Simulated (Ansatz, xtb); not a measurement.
Ranking isomers of CH4BrSi−

3 gas-phase structures of CH4BrSi−, found in a search over its isomers (lower ones may exist). Each was relaxed with GFN2-xTB; where two conformers were screened, the lower at r2SCAN-D4/def2-SVPD is listed:

A. `[SiH3][CH-]Br`, a singlet
B. `C[SiH-]Br`, a singlet
C. `[CH2-][SiH2]Br`, a singlet

Question: Make a reasoned guess at their ranking by r2SCAN-D4/def2-SVPD single-point energy.

Answer: Calculated order at r2SCAN-D4/def2-SVPD: B (0.0), C (9.9), A (54.0) kcal/mol.

Energies above the lowest of each column, in kcal/mol; the last columns are at PBE0-D3(BJ)/def2-SVPD geometries and were run for some of them only (a dash: not run or not comparable):

```csv
structure,GFN2-xTB,HF/STO-3G,r2SCAN-D4/def2-SVPD,PBE0-D3(BJ)/def2-SVPD,CCSD(T)/def2-SVPD + ΔMP2/def2-TZVPPD
B,1.5,0.0,0.0,0.0,0.0
C,0.0,46.5,9.9,12.4,10.7
A,28.6,74.2,54.0,–,–
```

CCSD(T)/def2-SVPD + ΔMP2/def2-TZVPPD puts B lowest of those it was run on; GFN2-xTB picks C. Flexible structures stand in one conformer each, not always the lowest. Frequencies (PBE0-D3(BJ)/def2-SVPD) were run for B, C alone. ΔMP2 is the change of the MP2 energy from the smaller to the larger basis.

Programs: Ansatz 0.2.0, xtb 6.7.1.
